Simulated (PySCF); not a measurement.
## Polarisability and C₆ of Co (cobalt, neutral)

[Ar] 3d7 4s2, high-spin 4F determinant. Calculation: PySCF 2.14, in dyall-av2z (16s12p7d2f, 101 functions); the non-relativistic Hamiltonian (point nucleus). Coupled (time-dependent) response in atomic units; α is the mean over directions. A double-zeta set is small for polarisabilities.

```csv
method,mean α (bohr³),C₆ (like pair),S(−4)
UHF,73.56,679.3,3653
PBE,54.39,453.6,1596
PBE0,58.09,496.6,1829
```

S(−4) is the Cauchy moment in α(ω) = α(0) + S(−4) ω² + …

Reference α: 55 ± 4 bohr³ (recommended; Schwerdtfeger and Nagle, table of static dipole polarizabilities (2023 update)). Published C₆: 408.0 (Chu and Dalgarno (2004); Tang, Norbeck and Certain (1976)).

Hartree-Fock lies above the reference because it lacks correlation, which contracts the outer shell.

α(iu) at PBE0:

```csv
u (hartree),α(iu) (bohr³)
0,58.09
0.0500,53.91
0.100,44.68
0.200,27.55
0.300,17.64
0.500,9.106
0.750,5.324
1.00,3.681
1.50,2.204
2.00,1.517
3.00,0.8719
5.00,0.4179
```
